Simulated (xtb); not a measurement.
benzothiadiazole (C₆H₄N₂S), singlet, from a rough starting geometry; GFN2-xTB (xtb).

The xtb input:
```
$ xtb mol.xyz --gfn 2 --opt vtight --json

# file mol.xyz
13

C     -1.39726501     0.79057082     0.15274923
C     -1.56415382    -0.60245477     0.08110257
C     -0.42837928    -1.41290764     0.01474316
C      0.84505688    -0.76998943    -0.12662585
N      1.99565466    -1.39196616    -0.25812635
S      3.21935939    -0.25236464    -0.30314943
N      2.20030028     1.17458096    -0.20679632
C      0.94788831     0.72464174    -0.06828381
C     -0.20516498     1.47819364     0.06314703
H     -2.30829164     1.40325362     0.19292942
H     -2.55433171    -1.00706631     0.21259803
H     -0.52332361    -2.53607987    -0.10604702
H     -0.17764285     2.57325257     0.11026051
```

Write the output that xtb gives for this input, abridged.


```
   ID    Z sym.   atoms
    1    6 C      1-4, 8, 9
    2    7 N      5, 7
    3   16 S      6
    4    1 H      10-13

           -------------------------------------------------
          |                Calculation Setup                |
           -------------------------------------------------

           -------------------------------------------------
          |                 G F N 2 - x T B                 |
           -------------------------------------------------

          ...................................................
          :                      SETUP                      :
          :.................................................:
          :  # basis functions                  46          :
          :  # atomic orbitals                  45          :
          :  # shells                           23          :
          :  # electrons                        44          :
          :  max. iterations                   250          :
          :  Hamiltonian                  GFN2-xTB          :
          :  restarted?                      false          :
          :  GBSA solvation                  false          :
          :  PC potential                    false          :
          :  electronic temp.          300.0000000     K    :
          :  accuracy                    1.0000000          :
          :  -> integral cutoff          0.2500000E+02      :
          :  -> integral neglect         0.1000000E-07      :
          :  -> SCF convergence          0.1000000E-05 Eh   :
          :  -> wf. convergence          0.1000000E-03 e    :
          :  Broyden damping             0.4000000          :
          :  net charge                          0          :
          :  unpaired electrons                  0          :
          ...................................................

 iter      E             dE          RMSdq      gap      omega  full diag
   1    -24.2066613 -0.242067E+02  0.495E+00    2.33       0.0  T
   2    -24.2379007 -0.312394E-01  0.327E+00    2.23       1.0  T
   3    -24.2385995 -0.698717E-03  0.158E+00    2.31       1.0  T
   4    -24.2499007 -0.113012E-01  0.367E-01    2.20       1.0  T
   5    -24.2502070 -0.306328E-03  0.157E-01    2.22       1.0  T
   6    -24.2502132 -0.621579E-05  0.104E-01    2.23       1.0  T
   7    -24.2503047 -0.914496E-04  0.322E-02    2.22       1.0  T
   8    -24.2503028  0.184742E-05  0.192E-02    2.22       1.4  T
   9    -24.2503064 -0.360082E-05  0.457E-03    2.22       6.1  T
  10    -24.2503064 -0.138413E-07  0.212E-03    2.22      13.1  T
  11    -24.2503064 -0.149702E-07  0.903E-04    2.22      30.7  T
  12    -24.2503064 -0.194690E-08  0.419E-04    2.22      66.1  T

   *** convergence criteria satisfied after 12 iterations ***

         :::::::::::::::::::::::::::::::::::::::::::::::::::::
         ::                     SUMMARY                     ::
         :::::::::::::::::::::::::::::::::::::::::::::::::::::
         :: total energy             -23.943756102228 Eh    ::
         :: gradient norm              0.117281395266 Eh/a0 ::
         :: HOMO-LUMO gap              2.223886263007 eV    ::
         ::.................................................::
         :: SCC energy               -24.250285670049 Eh    ::
         :: -> isotropic ES            0.015654038996 Eh    ::
         :: -> anisotropic ES          0.001862268514 Eh    ::
         :: -> anisotropic XC          0.018840253717 Eh    ::
         :: -> dispersion             -0.013083279797 Eh    ::
         :: repulsion energy           0.306529567822 Eh    ::
         :: add. restraining           0.000000000000 Eh    ::
         :: total charge              -0.000000000000 e     ::
         :::::::::::::::::::::::::::::::::::::::::::::::::::::

      -----------------------------------------------------------
     |                   =====================                   |
     |                        A N C O P T                        |
[...]
 * total energy  :   -23.9437561 Eh     change       -0.1335856E-09 Eh
 * total energy  :   -23.9575371 Eh     change       -0.1378096E-01 Eh
 * total energy  :   -23.9617328 Eh     change       -0.4195757E-02 Eh
 * total energy  :   -23.9631201 Eh     change       -0.1387304E-02 Eh
 * total energy  :   -23.9634176 Eh     change       -0.2974626E-03 Eh
 * total energy  :   -23.9634803 Eh     change       -0.6274412E-04 Eh
 * total energy  :   -23.9634892 Eh     change       -0.8875297E-05 Eh
 * total energy  :   -23.9634907 Eh     change       -0.1542574E-05 Eh
 * total energy  :   -23.9634914 Eh     change       -0.6459363E-06 Eh
 * total energy  :   -23.9634914 Eh     change       -0.2291214E-07 Eh
   *** GEOMETRY OPTIMIZATION CONVERGED AFTER 10 ITERATIONS ***
         :: total energy             -23.963491417145 Eh    ::
[...]
        28                         -0.1028678              -2.7992
        29                          0.0126477               0.3442
        30                          0.0316442               0.8611
        31                          0.0464910               1.2651
        32                          0.1162454               3.1632
        33                          0.1241835               3.3792
       ...                                ...                  ...
        45                          0.7305695              19.8798
      -------------------------------------------------------------
                  HL-Gap            0.0952863 Eh            2.5929 eV
             Fermi-level           -0.3531010 Eh           -9.6084 eV

     #   Z          covCN         q      C6AA      α(0)
     1   6 C        2.920    -0.028    28.704     8.786
     2   6 C        2.920    -0.028    28.704     8.786
     3   6 C        2.907    -0.039    28.979     8.827
     4   6 C        3.355     0.075    23.610     7.643
     5   7 N        1.852    -0.268    27.819     7.817
     6  16 S        2.691     0.338   128.027    19.044
     7   7 N        1.852    -0.268    27.819     7.817
     8   6 C        3.355     0.075    23.608     7.643
     9   6 C        2.907    -0.039    28.979     8.827
    10   1 H        0.926     0.042     2.423     2.434
    11   1 H        0.926     0.042     2.422     2.434
    12   1 H        0.926     0.049     2.328     2.386
    13   1 H        0.926     0.049     2.328     2.386

 Mol. C6AA /au·bohr⁶  :       3499.253474
 Mol. C8AA /au·bohr⁸  :     100846.454548
 Mol. α(0) /au        :         94.829239

Wiberg/Mayer (AO) data.
largest (>0.10) Wiberg bond orders for each atom

 ---------------------------------------------------------------------------
     #   Z sym  total        # sym  WBO       # sym  WBO       # sym  WBO
 ---------------------------------------------------------------------------
     1   6 C    3.992 --     9 C    1.575     2 C    1.296    10 H    0.970
     2   6 C    3.992 --     3 C    1.575     1 C    1.296    11 H    0.970
     3   6 C    3.991 --     2 C    1.575     4 C    1.251    12 H    0.967
                             9 C    0.119
     4   6 C    3.976 --     5 N    1.375     3 C    1.251     8 C    1.163
     5   7 N    3.085 --     6 S    1.441     4 C    1.375     7 N    0.174
     6  16 S    3.219 --     7 N    1.441     5 N    1.441
     7   7 N    3.085 --     6 S    1.441     8 C    1.375     5 N    0.174
     8   6 C    3.976 --     7 N    1.375     9 C    1.251     4 C    1.163
     9   6 C    3.991 --     1 C    1.575     8 C    1.251    13 H    0.967
                             3 C    0.119
    10   1 H    0.997 --     1 C    0.970
    11   1 H    0.997 --     2 C    0.970
    12   1 H    0.998 --     3 C    0.967
    13   1 H    0.998 --     9 C    0.967
 ---------------------------------------------------------------------------

Topologies differ in total number of bonds
Writing topology from bond orders to xtbtopo.mol

molecular dipole:
                 x           y           z       tot (Debye)
 q only:       -0.115       0.008       0.011
   full:       -0.457       0.033       0.043       1.169
molecular quadrupole (traceless):
                xx          xy          yy          xz          yz          zz
 q only:        5.421      -0.619      -3.160      -0.718       0.025      -2.261
  q+dip:        4.563      -0.490      -2.088      -0.636       0.059      -2.475
   full:        3.530      -0.549      -3.766      -0.295      -0.098       0.237

optimized geometry written to: xtbopt.xyz

           -------------------------------------------------
          | TOTAL ENERGY              -23.963491417145 Eh   |
          | GRADIENT NORM               0.000109734965 Eh/α |
          | HOMO-LUMO GAP               2.592870972022 eV   |
           -------------------------------------------------

normal termination of xtb
```
